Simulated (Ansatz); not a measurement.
CH$_{4}$F$_{2}$OSSi, SMILES `CO[Si](F)(F)S`, relaxed with RKS PBE0-D4/def2-TZVP in Ansatz from a PBE-D4/def2-SVP geometry. The force threshold is 0.005 eV/Å; the program also tests the step.

The species carries charge 0 and has multiplicity 1.

Start:

```xyz
10

C     0.735   -1.280   -0.710
O     0.465   -0.352    0.338
Si   -0.816    0.684    0.367
F    -1.035    1.266   -1.138
F    -2.218   -0.051    0.729
S    -0.462    2.175    1.827
H     0.054   -2.157   -0.653
H     0.628   -0.812   -1.712
H     1.777   -1.638   -0.593
H     0.873    2.164    1.546
```

```tsv
step	energy (eV)	largest force (eV/Å)	largest move (Å)
1	-27290.4877	1.306	0.000
2	-27290.5738	0.770	0.032
3	-27290.6045	0.093	0.055
4	-27290.6054	0.079	0.045
5	-27290.6069	0.033	0.023
6	-27290.6077	0.060	0.031
7	-27290.6083	0.064	0.046
8	-27290.6087	0.018	0.020
9	-27290.6087	0.013	0.022
10	-27290.6087	0.006	0.003
11	-27290.6088	0.014	0.010
12	-27290.6088	0.020	0.008
13	-27290.6088	0.004	0.005
```

End:

```xyz
10

C     0.716   -1.307   -0.721
O     0.457   -0.371    0.312
Si   -0.772    0.665    0.373
F    -0.952    1.317   -1.061
F    -2.149   -0.049    0.684
S    -0.472    2.082    1.887
H     0.037   -2.160   -0.645
H     0.608   -0.849   -1.708
H     1.741   -1.659   -0.603
H     0.785    2.330    1.481
```

Hardware: 4 threads of a server CPU on a shared host. Wall time 80 s, peak host memory 0.71 GiB.
